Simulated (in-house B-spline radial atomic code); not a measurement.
Ho is squeezed into an impenetrable sphere of radius R (the orbitals vanish at R). No spin polarisation. Computed with an all-electron radial atomic-structure program (B-spline basis): scalar-relativistic (X2C) PBE, spherical fractional occupations, Fermi nucleus of rms radius 5.2022 fm.

Energies in eV above the free atom in [Xe] 4f11 6s2:

| R (bohr) | highest level (eV) | [Xe] 4f11 6s2 | [Xe] 4f12 6s1 | [Kr] 4d10 4f11 5s2 5p5 5d1 6s2 |
| --- | --- | --- | --- | --- |
| 7.04 | -1.98 | 1.078 | 4.007 | 26.67 |
| 5.6 | -0.277 | 4.198 | 6.333 | 29.9 |
| 5.43 | 0.229 | 4.953 | 6.863 | 30.7 |
| 4.14 | 8.52 | 19.2 | 16.6 | 46.08 |
| 3.67 | 16 | 34.03 | 26.89 | 62.04 |
| 3.28 | 26.9 | 57.73 | 43.78 | 87.35 |
| 2.46 | 86.6 | 218.5 | 165 | 255.9 |
| 2.36 | 101 | 263.5 | 200 | 302.7 |
| 1.64 | 356 | 1265 | 1016 | 1329 |
| 1.36 | 647 | 2708 | 2238 | 2792 |

(1) Does [Xe] 4f12 6s1 fall below [Xe] 4f11 6s2 under compression?

(2) Does [Kr] 4d10 4f11 5s2 5p5 5d1 6s2 fall below [Xe] 4f11 6s2 under compression?

The highest level is first positive in the row R = 5.43 bohr, pushed up by confinement above the zero of the free ion's potential. Each configuration is held fixed and needn't be the lowest in the sphere.

## Answers

(1) Yes, between R = 5.43 and 4.14 bohr the order changes (near 4.88 bohr by linear interpolation).

(2) No, it stays above over the whole range.
